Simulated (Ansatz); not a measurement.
Relaxation of CH8BOPSi (13 atoms, charge 0, multiplicity 1), to a largest force component of 0.015 eV/Å in at most 40 steps.

These are results of RKS PBE0-D4/def2-SVP (Ansatz 0.2.0), not measurements.

```xyz
13
Properties=species:S:1:pos:R:3
Si -1.244 -1.486 0.837
C 0.476 -0.889 0.616
B 0.620 -0.110 -0.775
O -0.024 1.127 -1.027
P 0.954 2.396 -0.531
H -2.179 -0.251 0.829
H -1.637 -2.330 -0.281
H -1.392 -2.145 2.092
H 0.761 -0.200 1.499
H 1.144 -1.775 0.650
H 1.357 -0.550 -1.573
H 1.354 2.769 -1.851
H -0.168 3.409 -0.471
```

Q: Where does it end, and by what steps?

A: The forces met the threshold. After 19 steps the energy has fallen by 0.880 eV; H13 moved furthest, 1.02 Å.

```
step  energy less start (eV)  largest force component (eV/Å)  accepted
   0                  0.0000                           1.916       yes
   1                 -0.3252                           1.403       yes
   2                 -0.4293                           0.785       yes
   3                 -0.4353                           0.729       yes
   4                 -0.5190                           0.412       yes
   5                 -0.5630                           0.248       yes
   6                 -0.5919                           0.490       yes
   7                 -0.6738                           0.513       yes
   8                 -0.7513                           0.565       yes
   9                 -0.8033                           0.641       yes
  10                 -0.7953                           0.867        no
  11                 -0.8459                           0.364       yes
  12                 -0.8649                           0.116       yes
  13                 -0.8730                           0.080       yes
  14                 -0.8765                           0.133       yes
  15                 -0.8784                           0.072       yes
  16                 -0.8794                           0.035       yes
  17                 -0.8797                           0.030       yes
  18                 -0.8798                           0.032       yes
  19                 -0.8798                           0.010       yes
```

```xyz
13
Properties=species:S:1:pos:R:3
Si -1.229 -1.193 0.798
C 0.601 -0.808 0.532
B 0.852 -0.325 -0.932
O 0.860 0.981 -1.310
P 0.745 2.300 -0.262
H -2.055 0.034 0.568
H -1.692 -2.254 -0.146
H -1.468 -1.663 2.197
H 0.890 -0.062 1.294
H 1.142 -1.749 0.729
H 1.011 -1.114 -1.841
H 1.030 3.291 -1.248
H -0.666 2.527 -0.366
```

The run took 28 s on 2 threads of AMD EPYC 9R45 96-Core Processor (Zen 5) (shared host), peak memory 0.29 GiB.
